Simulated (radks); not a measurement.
Values are calculated unless marked as measured or tabulated.
How relativity changes the ionisation of neutral manganese ([Ar] 3d5 4s2) to Mn+ ([Ar] 3d5 4s1). Spin-unpolarised spherical Kohn-Sham, PBE, point nucleus unless stated (finite: rms radius 3.7057 fm), a radial shooting solver on a logarithmic mesh with Libxc functionals. A level marked "c x" has the speed of light scaled by that factor and shares open shells by 2j + 1; other Dirac levels either fill j = l - 1/2 first or share by 2j + 1.

level	E(Mn) (hartree)	E(Mn+) (hartree)	IE (eV)	HOMO	<r> HOMO (bohr)
non-rel.	-1150.55161	-1150.24637	8.306	4s	3.127
scalar-rel.	-1158.29579	-1157.98649	8.416	4s	3.094
scalar-rel., finite nucleus	-1158.29237	-1157.98308	8.416	4s	3.094
Dirac, 2j+1 shares	-1158.31570	-1158.00640	8.416	4s1/2	3.094
Dirac, low j first	-1158.32436	-1158.01523	8.412	4s1/2	3.095
Dirac, 2j+1 shares, finite nucleus	-1158.31229	-1158.00299	8.416	4s1/2	3.094
Dirac, c x 0.75	-1164.53522	-1164.22259	8.507	4s1/2	3.068
Dirac, c x 0.85	-1161.36667	-1161.05575	8.461	4s1/2	3.081
Dirac, c x 5	-1150.85733	-1150.55194	8.310	4s1/2	3.126

NIST Atomic Spectra Database: 7.434 eV (measured). The relativistic part of the total energy of Mn is -7.761 hartree (Dirac, 2j+1 shares, finite nucleus), 0.67 % of the non-relativistic value. Spin polarisation and multiplet splitting of open shells are left out at every level.

Beside tabulated values, note that spin-unpolarised runs miss the spin-polarisation part of the exchange energy of open shells.
